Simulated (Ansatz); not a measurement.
```xyz
14

C    -0.320    0.262   -1.880
N     0.080    0.983   -0.694
Si    0.471    0.291    0.820
C    -0.806   -0.885    1.480
O     1.840   -0.633    0.745
H    -1.397    0.330   -2.080
H     0.211    0.614   -2.771
H    -0.077   -0.797   -1.766
H    -0.043    1.980   -0.749
H     0.655    1.472    1.711
H    -1.755   -0.371    1.652
H    -0.984   -1.702    0.776
H    -0.477   -1.327    2.423
H     2.600   -0.219    0.333
```

The species carries charge 0 and has multiplicity 1.

Problem. List the PBE0/def2-TZVPP orbital energies in eV (the Gaussian-basis code of Ansatz). (An estimate is asked.)

Solution. Computed: Occupied: -1802.52, -522.23, -390.72, -278.73, -277.38, -144.73, -99.41, -99.40, -99.36, -27.70, -24.43, -19.38, -18.63, -15.12, -13.78, -12.96, -12.00, -11.49, -11.02, -10.80, -10.14, -10.02, -9.18, -8.41, -6.75. Lowest empty: 0.91, 1.39, 1.54, 2.31, 2.73, 2.90, 3.26, 3.41.
